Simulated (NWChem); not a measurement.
All runs are NWChem calculations. System: N-methylmethanimine (C2H5N), charge 0, spin multiplicity 1, at a geometry optimised with B3LYP/def2-SVP. Level: RHF/def2-TZVP.

Job file:

```
start mol
memory heap 200 mb stack 900 mb global 1100 mb
geometry units angstroms nocenter noautoz
  C     -1.101829     0.345228     0.000000
  N      0.035405    -0.544811     0.000000
  C      1.197592    -0.047334     0.000000
  H     -1.729368     0.133913    -0.882390
  H     -1.729368     0.133913     0.882390
  H     -0.838142     1.423683     0.000000
  H      1.398715     1.045477     0.000000
  H      2.075748    -0.710673     0.000000
  symmetry group Cs
end
basis spherical
  * library def2-tzvp
end
scf
  rhf
  nopen 0
  maxiter 100
  thresh 1e-7
  semidirect memsize 60000000 filesize 0
end
task scf energy
```

Part of the output:

```
             Northwest Computational Chemistry Package (NWChem) 7.3.0
             --------------------------------------------------------

                                NWChem Input Module
                                -------------------

 Scaling coordinates for geometry "geometry" by  1.889725989
 (inverse scale =  0.529177249)

 Turning off AUTOSYM since
 SYMMETRY directive was detected!

                             Geometry "geometry" -> ""
                             -------------------------

 Output coordinates in angstroms (scale by  1.889725989 to convert to a.u.)

  No.       Tag          Charge          X              Y              Z
 ---- ---------------- ---------- -------------- -------------- --------------
    1 C                    6.0000    -1.10182900     0.34522800     0.00000000
    2 N                    7.0000     0.03540500    -0.54481100     0.00000000
    3 C                    6.0000     1.19759200    -0.04733400     0.00000000
    4 H                    1.0000    -1.72936800     0.13391300    -0.88239000
    5 H                    1.0000    -1.72936800     0.13391300     0.88239000
    6 H                    1.0000    -0.83814200     1.42368300     0.00000000
    7 H                    1.0000     1.39871500     1.04547700     0.00000000
    8 H                    1.0000     2.07574800    -0.71067300     0.00000000

 Effective nuclear repulsion energy (a.u.)      71.9808712168

            Nuclear Dipole moment (a.u.)
            ----------------------------
        X                 Y               Z
 ---------------- ---------------- ----------------
    -0.0000037795     0.0000000000     0.0000000000

      Symmetry information
      --------------------

 Group name             Cs
 Group number              2
 Group order               2
 No. of unique centers     7

      Symmetry unique atoms

     1    2    3    4    6    7    8


 Summary of "ao basis" -> "" (spherical)
 ------------------------------------------------------------------------------
       Tag                 Description            Shells   Functions and Types
 ---------------- ------------------------------  ------  ---------------------
 *                         def2-tzvp                  on all atoms

 Summary of "ao basis" -> "ao basis" (spherical)
 ------------------------------------------------------------------------------
       Tag                 Description            Shells   Functions and Types
 ---------------- ------------------------------  ------  ---------------------
 C                         def2-tzvp                11       31   5s3p2d1f
 N                         def2-tzvp                11       31   5s3p2d1f
 H                         def2-tzvp                 4        6   3s1p

                                 NWChem SCF Module
                                 -----------------

  ao basis        = "ao basis"
  functions       =   123
  atoms           =     8
  closed shells   =    12
  open shells     =     0
  charge          =   0.00
  wavefunction    = RHF
  use symmetry    = T
  symmetry adapt  = T

 Summary of "ao basis" -> "ao basis" (spherical)
 ------------------------------------------------------------------------------
       Tag                 Description            Shells   Functions and Types
 ---------------- ------------------------------  ------  ---------------------
 C                         def2-tzvp                11       31   5s3p2d1f
 N                         def2-tzvp                11       31   5s3p2d1f
 H                         def2-tzvp                 4        6   3s1p

      Symmetry analysis of basis
      --------------------------

        a'         84
        a"         39

 Forming initial guess at       0.1s

      Superposition of Atomic Density Guess
      -------------------------------------

 Sum of atomic energies:        -132.15325422

      Non-variational initial energy
      ------------------------------

 Total energy =    -133.848727
 1-e energy   =    -319.063709
 2-e energy   =     113.234111
 HOMO         =      -0.314393
 LUMO         =      -0.020969

      Symmetry analysis of molecular orbitals - initial
      -------------------------------------------------

  Numbering of irreducible representations:

     1 a'          2 a"

  Orbital symmetries:

     1 a'          2 a'          3 a'          4 a'          5 a'
     6 a'          7 a'          8 a'          9 a"         10 a'
    11 a"         12 a'         13 a"         14 a'         15 a'
    16 a'         17 a'         18 a"         19 a'         20 a'
    21 a"         22 a'

 Starting SCF solution at       2.0s

 ----------------------------------------------
         Quadratically convergent ROHF

 Convergence threshold     :          1.000E-07
 Maximum no. of iterations :          100
 Final Fock-matrix accuracy:          1.000E-09
 ----------------------------------------------

              iter       energy          gnorm     gmax       time
             ----- ------------------- --------- --------- --------
                 1     -133.0677844464  7.40D-01  1.84D-01      2.2
                 2     -133.1042881068  3.22D-01  7.76D-02      2.5
                 3     -133.1125136167  2.04D-02  5.82D-03      3.0
                 4     -133.1125955762  1.16D-04  2.51D-05      3.9
                 5     -133.1125955779  6.60D-09  1.55D-09      5.2

       Final RHF  results
       ------------------

         Total SCF energy =   -133.112595577941
      One-electron energy =   -321.598057648795
      Two-electron energy =    116.504590854085
 Nuclear repulsion energy =     71.980871216769

        Time for solution =      3.2s

       Symmetry analysis of molecular orbitals - final
       -----------------------------------------------

  Numbering of irreducible representations:

     1 a'          2 a"

  Orbital symmetries:

     1 a'          2 a'          3 a'          4 a'          5 a'
     6 a'          7 a'          8 a'          9 a"         10 a'
    11 a"         12 a'         13 a"         14 a'         15 a'
    16 a'         17 a'         18 a"         19 a'         20 a'
    21 a"         22 a'

             Final eigenvalues
             -----------------

              1
    1  -15.5650
    2  -11.2746
    3  -11.2515
    4   -1.2282
    5   -0.9571
    6   -0.7914
    7   -0.6525
    8   -0.6308
    9   -0.5870
   10   -0.5296
   11   -0.4189
   12   -0.4076
   13    0.1371
   14    0.1562
   15    0.1860
   16    0.2080
   17    0.2227
   18    0.2343
   19    0.2496
   20    0.3003
   21    0.3156
   22    0.3293

                       ROHF Final Molecular Orbital Analysis
                       -------------------------------------

 Vector   10  Occ=2.000000D+00  E=-5.296129D-01  Symmetry=a'
              MO Center= -3.3D-01,  2.8D-01,  3.7D-15, r^2= 2.9D+00
   Bfn.  Coefficient  Atom+Function         Bfn.  Coefficient  Atom+Function
  ----- ------------  ---------------      ----- ------------  ---------------
     6      0.222943  1 C  px                 9      0.191775  1 C  px
   107      0.176004  6 H  s

 Vector   11  Occ=2.000000D+00  E=-4.189220D-01  Symmetry=a"
              MO Center=  1.8D-01, -1.9D-01, -8.6D-16, r^2= 2.1D+00
   Bfn.  Coefficient  Atom+Function         Bfn.  Coefficient  Atom+Function
  ----- ------------  ---------------      ----- ------------  ---------------
    39      0.265942  2 N  pz                42      0.253787  2 N  pz
    70      0.248325  3 C  pz                73      0.243522  3 C  pz
    45      0.166218  2 N  pz

 Vector   12  Occ=2.000000D+00  E=-4.076199D-01  Symmetry=a'
              MO Center=  1.6D-01, -3.3D-01, -1.3D-15, r^2= 2.0D+00
   Bfn.  Coefficient  Atom+Function         Bfn.  Coefficient  Atom+Function
  ----- ------------  ---------------      ----- ------------  ---------------
    38      0.349069  2 N  py                41      0.323409  2 N  py
    44      0.245371  2 N  py                35     -0.164246  2 N  s

 Vector   13  Occ=0.000000D+00  E= 1.370871D-01  Symmetry=a"
              MO Center=  7.9D-01, -8.9D-02,  2.6D-15, r^2= 3.3D+00
   Bfn.  Coefficient  Atom+Function         Bfn.  Coefficient  Atom+Function
  ----- ------------  ---------------      ----- ------------  ---------------
    76      0.857104  3 C  pz                45     -0.679563  2 N  pz
    96     -0.357532  4 H  s                102      0.357532  5 H  s
    39     -0.265514  2 N  pz                70      0.223495  3 C  pz
    42     -0.203771  2 N  pz                73      0.173555  3 C  pz

 Vector   14  Occ=0.000000D+00  E= 1.562192D-01  Symmetry=a'
              MO Center= -1.1D+00,  7.5D-01,  1.9D-15, r^2= 7.0D+00
   Bfn.  Coefficient  Atom+Function         Bfn.  Coefficient  Atom+Function
  ----- ------------  ---------------      ----- ------------  ---------------
     5      5.675009  1 C  s                 96     -2.113956  4 H  s
   102     -2.113956  5 H  s                108     -1.909904  6 H  s
   114     -0.784015  7 H  s                 74      0.704880  3 C  px
    43      0.695933  2 N  px               120     -0.600341  8 H  s
     4     -0.449451  1 C  s                 75      0.336396  3 C  py

 Vector   15  Occ=0.000000D+00  E= 1.860099D-01  Symmetry=a'
              MO Center=  9.9D-01,  6.0D-01,  1.3D-15, r^2= 7.7D+00
   Bfn.  Coefficient  Atom+Function         Bfn.  Coefficient  Atom+Function
  ----- ------------  ---------------      ----- ------------  ---------------
    67      3.652213  3 C  s                114     -2.378331  7 H  s
     5     -2.241203  1 C  s                120     -1.466996  8 H  s
    96      1.360010  4 H  s                102      1.360010  5 H  s
    36     -1.041014  2 N  s                 43     -0.583693  2 N  px
    66      0.558183  3 C  s                 13      0.499736  1 C  py

 center of mass
 --------------
 x =   0.03582939 y =  -0.08834061 z =   0.00000000

 moments of inertia (a.u.)
 ------------------
          38.489865938022          25.565670752232           0.000000000000
          25.565670752232         165.700610440108           0.000000000000
           0.000000000000           0.000000000000         192.981551838856

  Mulliken analysis of the total density
  --------------------------------------

    Atom       Charge   Shell Charges
 -----------   ------   -------------------------------------------------------
    1 C    6     6.16   0.85  1.12  0.48  0.65  0.09  1.22  1.33  0.31  0.03  0.07  0.01
    2 N    7     7.31   0.82  1.16  0.54  0.88  0.24  1.43  1.64  0.53  0.01  0.06  0.00
    3 C    6     6.06   0.86  1.12  0.51  0.60  0.12  1.20  1.21  0.34  0.03  0.08  0.01
    4 H    1     0.88   0.26  0.49  0.10  0.02
    5 H    1     0.88   0.26  0.49  0.10  0.02
    6 H    1     0.92   0.26  0.50  0.13  0.02
    7 H    1     0.90   0.26  0.50  0.13  0.02
    8 H    1     0.87   0.26  0.50  0.09  0.02

       Multipole analysis of the density wrt the origin
       ------------------------------------------------

     L   x y z        total         open         nuclear
     -   - - -        -----         ----         -------
     0   0 0 0     -0.000000      0.000000     24.000000

     1   1 0 0      0.190488      0.000000     -0.000004
     1   0 1 0      0.643036      0.000000      0.000000
     1   0 0 1      0.000000      0.000000      0.000000

     2   2 0 0    -12.035988      0.000000    103.015706
     2   1 1 0     -0.187150      0.000000    -15.808064
     2   1 0 1     -0.000000      0.000000      0.000000
     2   0 2 0    -15.765048      0.000000     23.094385
     2   0 1 1     -0.000000      0.000000      0.000000
     2   0 0 2    -14.988784      0.000000      5.560948

 Task  times  cpu:        5.3s     wall:        5.3s

 Total times  cpu:        5.3s     wall:        5.3s
```
